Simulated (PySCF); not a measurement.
GaCl2, SMILES [Cl][Ga][Cl], multiplicity 2. Geometry: PBE-D3(BJ)/def2-TZVP. The spin state was assumed, not searched. The isomer is the one that the SMILES or the coordinates give; other isomers of the formula were not compared.

Computed with PySCF with PBE-D3(BJ)/def2-TZVP.

Harmonic wavenumbers (cm⁻¹): 106, 346, 396. Rotational constants (GHz): 11.94, 1.998, 1.712; symmetry number 2.

### Question
Work out the zero-point energy and the ideal-gas rigid-rotor harmonic-oscillator thermochemistry at 298.15 K and 1 atm.

### Answer
ZPE = ½ Σ hcν = ½ × 848 cm⁻¹ = 1.21 kcal/mol. H − E(el) = 4.46 kcal/mol. Entropy in cal/(mol K): translation 40.73, rotation 25.09, vibration 5.50, spin 1.38, total 72.70. G − E(el) = -17.21 kcal/mol. Cp = 12.95 cal/(mol K). Modes under 150 cm⁻¹ make the vibrational entropy uncertain.
